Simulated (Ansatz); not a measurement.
Stepwise reaction of `C[SiH](O)N[SiH2]O` with hydrogen, as a gas-phase model of exchange steps in deposition or etching. ΔE in kJ/mol.

Gas-phase electronic energies from Ansatz, PBE0-D4/def2-TZVP geometries. CCSD(T)/CBS adds triple-zeta CCSD(T) − MP2 to the extrapolated MP2 energy (def2 sets, frozen cores). This one scheme is used for every species. DFT in def2-TZVPP. B3LYP here is the variant with VWN-RPA as its local correlation; programs differ in this. One conformer a species, not always the lowest.

```csv
step,reaction,PBE-D4,B3LYP-D4,ωB97M-V,CCSD(T)/CBS
2,`C[SiH2]N[SiH2]O` + H₂ → `C[SiH2]N[SiH3]` + H₂O,84.4,89.7,90.6,88.0
```

(1) Give the row of step 1, `C[SiH](O)N[SiH2]O` + H₂ → `C[SiH2]N[SiH2]O` + H₂O. (An estimate is asked.)

(2) By hand: ΔE of the 2 steps together at CCSD(T)/CBS.

## Answers

(1) The calculation gave: 
```csv
step,reaction,PBE-D4,B3LYP-D4,ωB97M-V,CCSD(T)/CBS
1,`C[SiH](O)N[SiH2]O` + H₂ → `C[SiH2]N[SiH2]O` + H₂O,90.1,96.0,97.8,92.7
```

(2) (92.7) + (88.0) = 180.7 kJ/mol, or 90.3 kJ/mol a step.

In ΔE the steps differ by no more than 4.7 kJ/mol. All are uphill at CCSD(T)/CBS. PBE-D4 differs from CCSD(T)/CBS by -3.6 to -2.6 kJ/mol a step. Isolated molecules leave out the surface, adducts and barriers. Largest T1 diagnostic: 0.011.
